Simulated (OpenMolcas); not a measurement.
Ionisation energies of scandium

```yaml
Program: OpenMolcas 26.06
Basis: ANO-RCC [10s9p8d5f4g2h]
Scalar_Hamiltonian: DKH2, point nucleus
Spin-orbit_coupling: state interaction with AMFI integrals over the reference wave functions, term energies averaged over their components
```

Active shells in each charge state: the valence d, s shells, with orbitals averaged over the low states. Where CASPT2's correlated closed shells are named, they are those of the first ion.

A. CASSCF
B. SS-CASPT2, IPEA 0.25 Eh, imaginary shift 0.1 Eh (closed shells correlated: 3s 3p)
C. SS-CASPT2, IPEA 0 Eh, imaginary shift 0.1 Eh (closed shells correlated: 3s 3p)
D. SS-CASPT2, IPEA 0.25 Eh, imaginary shift 0.1 Eh (closed shells correlated: 2s 2p 3s 3p)

Energies in eV between the lowest computed levels, named as in B; reference values from the NIST Atomic Spectra Database with their kind.

| From | To | A | B | C | D | Spin-orbit share in B | Reference |
| --- | --- | --- | --- | --- | --- | --- | --- |
| Sc+ 3d 4s 3D1 | Sc2+ 3d 2D 3/2 | 11.969 | 12.759 | 12.825 | 12.748 | -0.004 | 12.800 (measured) |

Error against the reference values, in %:

```json
{"From": "Sc+", "Reference": "measured", "A": "-6.5", "B": "-0.3", "C": "+0.2", "D": "-0.4"}
```

Absolute error against the one measured value: A 0.83 eV, B 0.04 eV, C 0.02 eV, D 0.05 eV. C lies closest.

The lowest level within the active space need not be the ion's true ground level.
